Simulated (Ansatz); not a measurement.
Compare A (`C1[SiH2][Se]1`) with its isomer B (`[SiH3]C=[Se]`).

Isolated molecules relaxed with PBE0-D4/def2-TZVP in Ansatz; ΔE leaves out vibrations. CBS: MP2 limit from def2 TZ/QZ plus the TZ coupled-cluster correction, frozen cores. DFT in def2-TZVPP. B3LYP here is the variant with VWN-RPA as its local correlation; programs differ in this. For Se outer-core shells are correlated without core-valence functions, which leaves a few kJ/mol of doubt a bond. Scalar relativity is left out up to krypton.

Task: Which is lower in electronic energy at CCSD(T)/CBS, and by how much? (An estimate is asked.)

Result: Ansatz gave: A, by 106.7 kJ/mol.

Task: Give E(B) − E(A) in kJ/mol with B3LYP, CCSD/def2-TZVPP, CCSD(T)/def2-TZVPP, MP2/def2-TZVPP, B3LYP-D4, HF/def2-TZVPP, r2SCAN-D4. (Estimate.)

Result: The calculation gave: B3LYP 100.7, CCSD/def2-TZVPP 104.4, CCSD(T)/def2-TZVPP 102.1, MP2/def2-TZVPP 114.6, B3LYP-D4 101.7, HF/def2-TZVPP 98.6, r2SCAN-D4 122.5. None reverses the order clearly.

Task: Does the order hold for the free energy at 298.15 K (harmonic terms from PBE0-D4)? (Best estimate.)

Result: The calculation gave: Yes: G(B) − G(A) = +92.1 kJ/mol.

Largest T1 diagnostic: 0.014.

In def2-TZVPP, CCSD(T) changes the Hartree–Fock value by +3.5 kJ/mol (the triples alone add −2.2 kJ/mol) and MP2 by +16.0 kJ/mol. From BLYP to BHLYP (50 % exact exchange), in def2-TZVPP and without D4, E(B) − E(A) moves by +17.9 kJ/mol.
